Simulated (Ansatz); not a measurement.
CH4AlBO. The species carries charge 0 and has multiplicity 1. The bonds changed during the relaxation, so this is another structure than the one it started from. The geometry is a stationary point of PBE0-D4/def2-TZVP. It is one conformer, not always the lowest.

```xyz
8

B     1.350    0.043   -1.131
Al    0.184    0.406    0.598
C    -1.442   -0.650    0.776
O    -1.769    0.435    0.258
H     0.949    0.257   -2.242
H     2.458   -0.416   -1.076
H     0.517    1.309    1.858
H    -2.247   -1.384    0.959
```

Task: What is the dipole moment at B3LYP/def2-TZVPP? (Best estimate.)

Result: Ansatz gave: 1.42 D, with components (-0.53, -1.30, 0.15) D in this frame, pointing from negative to positive charge.

Task: And with PBE, r2SCAN, ωB97M-V? (Best estimate.)

Result: Ansatz gave: PBE 1.46 D, r2SCAN 1.47 D, ωB97M-V 1.41 D.

Task: Give the Mulliken charges with B3LYP, r2SCAN, PBE in def2-TZVPP. (Estimate.)

Result: Computed: 
| atom | B3LYP | r2SCAN | PBE |
| --- | --- | --- | --- |
| B1 | -0.15 | -0.13 | -0.15 |
| Al2 | 0.33 | 0.43 | 0.28 |
| C3 | -0.02 | 0.02 | -0.01 |
| O4 | -0.22 | -0.22 | -0.15 |
| H5 | 0.05 | 0.01 | 0.04 |
| H6 | 0.05 | 0.01 | 0.03 |
| H7 | -0.16 | -0.17 | -0.13 |
| H8 | 0.11 | 0.05 | 0.10 |

B3LYP here is the variant with VWN-RPA as its local correlation; programs differ in this.
